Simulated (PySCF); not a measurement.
Ionising BrCl

r²SCAN; PySCF, scalar-relativistic core potentials, basis sets Br cc-pVDZ-PP with ECP10, Cl cc-pV(D+d)Z. Neutral (UKS): singlet (closed shell), Re = 2.167 Å, ωe = 428 cm⁻¹, De = 2.30 eV, HOMO -7.33 eV, LUMO -4.57 eV.

BrCl⁺ (UKS): doublet (π ↑), Re = 2.072 Å, ωe = 493 cm⁻¹, De = 3.24 eV to Br⁺ + Cl. The energies at the minima are -876.86314 hartree for BrCl and -876.46195 for BrCl⁺.

Task: Work out the adiabatic ionisation energy, without and with harmonic zero-point energies (1 hartree = 27.2114 eV, 1 eV = 8065.5 cm⁻¹), and the change of the bond length.

Result: At r²SCAN: 0.40119 hartree = 10.917 eV between the minima; the zero-point term (493.0 − 428.0)/2 cm⁻¹ = +0.004 eV makes it 10.921 eV. Re changes by -9.5 pm against the neutral. Minus the HOMO energy is 7.33 eV, -3.59 eV from the value between the minima; self-interaction puts the Kohn–Sham level too high, less so with exact exchange. The electron leaves a π orbital, and the shorter bond of the ion fits an antibonding orbital, or a change in how ionic the bond is.

Spin–orbit coupling is left out. For an ion De counts to the pair picked by the measured ionisation energies or electron affinities, which need not be the lowest pair at this level. States were picked by a PBE0 search and need not be the measured ground states.
